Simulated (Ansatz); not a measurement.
Computed with Ansatz on PBE0-D4/def2-TZVP structures; ΔE is electronic, products minus reactants. CCSD(T)/CBS adds triple-zeta CCSD(T) − MP2 to the extrapolated MP2 energy (def2 sets, frozen cores). DFT in def2-TZVPP. One conformer a species, not always the lowest.

Consider the substitution at a C–O bond: `C=NCO[SiH3]` + `[SiH3]S` → `C=NCS[SiH3]` + `O[SiH3]`.

```
       level  ΔE (kcal/mol)
     ωB97X-V           -3.3
HF/CBS(def2)           -0.1
```

**Question.** What does CCSD(T)/CBS give? (Estimate.)

**Answer.** Computed: -5.3 kcal/mol. The listed levels differ from it by 2.0, 5.2 kcal/mol.

Largest T1 diagnostic among the species: 0.012.

The D4 term adds −1.5 kcal/mol with B3LYP and −0.8 kcal/mol with PBE0; it sums over pairs of atoms, weighted by their polarisabilities, and B3LYP, whose exchange is more repulsive, gets the larger term. In def2-TZVPP, CCSD(T) changes the Hartree–Fock value by −4.2 kcal/mol (the triples alone add −0.8 kcal/mol) and MP2 by −6.5 kcal/mol.

B3LYP here is the variant with VWN-RPA as its local correlation; programs differ in this.
